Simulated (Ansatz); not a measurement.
Ge, charge +1, quartet (a state made from the parent by changing its charge; the spin is typed, not shown lowest); HF/def2-SVP in Ansatz (a quantum-chemistry and plane-wave program).

The Ansatz input:
Ansatz 0.2 input:
```yaml
crystal:
  periodic: [false, false, false]
  atoms:
    - {symbol: Ge, position_ang: [0.00000000, 0.00000000, 0.00000000]}
basis:
  gaussian:
    orbitals: def2-SVP
hamiltonian:
  xc: hf
total_charge: 1
magnetization: {spin_polarized: false, initial_magnetization: 3}
```

Output, abridged:

```
Functional definition: HF
220 factors; integrals over basis functions are off by at most 4.1e-4 eV
mean field evaluation 1: about -56452.6805 eV, gradient 6.7e0 eV
mean field evaluation 2: about -56452.6809 eV, gradient 6.7e0 eV
mean field evaluation 4: about -56453.1930 eV, gradient 4.4e-1 eV
mean field evaluation 8: about -56453.1930 eV, gradient 6.1e-5 eV
mean field evaluation 16: about -56453.1938 eV, gradient 3.4e-4 eV
mean field -56453.19300386 eV, -2074.6165775432 hartree, gradient 6.1e-5 eV, S^2 3.750000; 2 other end points of the search recorded, 0 dependent functions left out
reference -56453.19300386 eV, -2074.6165775432 hartree; 17, 14 occupied and 15, 18 virtual orbitals, 220 factors
Total energy: -56453.19300386 eV, -2074.6165775432 hartree
```
